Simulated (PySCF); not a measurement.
Compound: C₄H₁₂BN.
SMILES: `C[B@@H-]1CC[N@@H+]1C`

The closed-shell ground state was solved at several levels (PySCF, density fitting, gas phase, non-relativistic). One conformer (not necessarily the lowest) at the GFN2-xTB geometry, without solvent, vibrations or thermal averaging.

```csv
level,basis functions,total energy (Eh),HOMO (eV),LUMO (eV),gap (eV),dipole (D)
PBE0/pcSseg-1,162,-238.9189,-7.06,0.80,7.86,4.25
B3LYP/pcJ-1,282,-239.2736,-6.86,0.48,7.34,4.23
```

Question: Estimate the row for CAM-B3LYP/def2-SVPD, a basis of 216 functions; the other rows only guide the guess.

Answer: Total energy -238.9430 Eh, HOMO -8.49 eV, LUMO 0.87 eV, gap 9.36 eV, dipole 4.15 D.

Question: Over all these levels, which gives the widest orbital gap and which the narrowest?

Answer: CAM-B3LYP/def2-SVPD (range-separated hybrid) has the widest, 9.36 eV, and B3LYP/pcJ-1 (global hybrid, 20 % exact exchange) the narrowest, 7.34 eV. Functional and basis both differ between the two, so the spread mixes both effects.

Question: How far do the dipole and the HOMO energy spread over the levels?

Answer: The dipole runs from 4.15 to 4.25 D (mean 4.21 D) and the HOMO from -8.49 to -6.86 eV.
